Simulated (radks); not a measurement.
Values are calculated unless marked as measured or tabulated.
Se, 34 electrons, occupied as [Ar] 3d10 4s2 4p4. Level of theory: Dirac Kohn-Sham, PBEsol, spin-unpolarised, spherical densities, finite nucleus; open shells fill j = l - 1/2 first; Fermi nuclear charge, rms radius 4.14 fm (a radial shooting solver on a logarithmic mesh with Libxc functionals).

Normalised radial functions P(r) = r R(r) (large component), r in bohr:

r           3p1/2    4p1/2
0.006666   0.0231   0.0059
0.01002    0.0459   0.0118
0.01508    0.0901   0.0231
0.02267    0.1717   0.0440
0.03409    0.3091   0.0791
0.05127    0.5056   0.1291
0.0771     0.7061   0.1792
0.1169     0.7380   0.1836
0.1758     0.3472   0.0762
0.2643    -0.4995  -0.1442
0.3975    -1.2857  -0.3108
0.5977    -1.3259  -0.1831
0.8988    -0.7289   0.2331
1.352     -0.2026   0.6253
2.049     -0.0222   0.6949
3.081     -0.0007   0.4554
4.634     0.0000   0.1774
6.968     0.0000   0.0370

3p1/2: eigenvalue -156.57 eV, 1 radial node at r = 0.212 bohr, <r> = 0.583 bohr, 90 % of the charge inside 0.892 bohr. 4p1/2: eigenvalue -6.721 eV, 2 radial nodes at r = 0.206, 0.730 bohr, <r> = 2.27 bohr, 90 % of the charge inside 3.52 bohr.
